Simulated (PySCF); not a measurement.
**UHF on Sc⁺ (scandium, charge +1)**

Configuration: [Ar] 3d1 4s1, high-spin 3D determinant. Calculation: PySCF 2.14, in 6-31G* (5s4p2d1f, 34 functions); no relativity, point nucleus.

| Quantity | Value |
| --- | --- |
| Total energy | -759.478884 hartree |
| One-electron energy | -1034.7435 hartree |
| Hartree (Coulomb) energy | 313.2104 hartree |
| Exchange energy | -37.9458 hartree |
| Kinetic energy | 759.33217 hartree |
| ⟨S²⟩ | 2.0017 |
| ⟨L²⟩ | 6.017 |
| Sum of ⟨r⟩ | 17.01 bohr |
| Sum of ⟨r²⟩ | 30.52 bohr² |
| Traceless quadrupole moment −½Σ⟨3z² − r²⟩ along its main axis | 0.807 e·bohr² |
| Density at the nucleus (Gaussians lack the cusp) | 5810 bohr⁻³ |
| Spin density at the nucleus | 1.93 bohr⁻³ |
| Langevin diamagnetic susceptibility | -24.2 ×10⁻⁶ cm³/mol |
| Time after the integrals | 0.1 s of wall time on 1 thread of Neoverse-V2 (shared host) |

| shell | electrons | mean orbital energy (hartree) | spread (hartree) | rms radius, mean of both spins (bohr) |
| --- | --- | --- | --- | --- |
| 1s α | 1 | -166.14703 | 0 | 0.0852 |
| 1s β | 1 | -166.14459 | 0 | 0.0852 |
| 2s α | 1 | -19.34828 | 0 | 0.373 |
| 2s β | 1 | -19.33117 | 0 | 0.373 |
| 2p α | 3 | -15.93613 | 0.00268 | 0.341 |
| 2p β | 3 | -15.92161 | 0.01842 | 0.341 |
| 3s α | 1 | -2.85386 | 0 | 1.16 |
| 3s β | 1 | -2.78732 | 0 | 1.16 |
| 3p α | 3 | -1.86706 | 0.03965 | 1.27 |
| 3p β | 3 | -1.79205 | 0.05674 | 1.27 |
| 3d α | 1 | -0.60304 | 0 | 1.81 |
| 4s α | 1 | -0.44842 | 0 | 3.73 |
